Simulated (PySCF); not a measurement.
C$_{3}$H$_{9}$Ge, doublet, at a GFN2-xTB geometry. Base run: HF/STO-3G (PySCF).

PySCF was given this input:
```python
from pyscf import gto, scf

mol = gto.M(
    atom='''
C     2.34158793    1.08833734   -0.23254345
C     1.81308624   -0.21245295    0.23514570
C     0.57128543   -0.28375438    0.99009097
Ge   -1.07453076   -0.17696050   -0.19641555
H     3.39174683    1.01031274   -0.50702840
H     2.22969830    1.85358314    0.53682327
H     1.79497394    1.44449263   -1.11790682
H     2.22200223   -1.11630520   -0.18495243
H     0.48513465   -1.22031642    1.54291825
H     0.47778719    0.54938448    1.69008991
H    -1.12861210   -1.30931318   -1.17636722
H    -1.06910268    1.07790469   -1.01600632
H    -2.37440174   -0.17978707    0.56156785
''',
    basis='sto-3g',
    spin=1,
    verbose=4,
)

mf = scf.UHF(mol)
mf.kernel()
mo_i, mo_e, stable_i, stable_e = mf.stability(internal=True, external=True, return_status=True, nroots=6, tol=1e-6)
print('internally stable:', stable_i, ' externally stable:', stable_e)
if not stable_i:
    umf = mf.copy()
    umf.scf_summary = {}
    umf.kernel(umf.make_rdm1(mo_i, mf.mo_occ))
mf.analyze()
```

The bond that is stretched is that between atoms 7 and 1. A test that says stable can miss a lower solution.

Each row names what was changed in the base input (with any setting that the change needs).

```
change       ΔE vs base (eV)  <S^2>  E after following the instability (Eh)  <S^2> there   stability test says
-----------  ---------------  -----  --------------------------------------  -----------  --------------------
base                    0.00  0.767                                       -            -                stable
bond × 1.25             1.17  0.781                                       -            -                stable
bond × 1.5              2.83  1.047                                       -            -                stable
bond × 1.8              3.67  1.333                                       -            -                stable
bond × 2.2              5.02  0.752                             -2169.03106         1.45  internal instability
bond × 3.0              4.98  0.750                             -2169.03767         1.46  internal instability
```

On stretching, the SCF can end on different states; <S^2> shows the spin contamination of each.
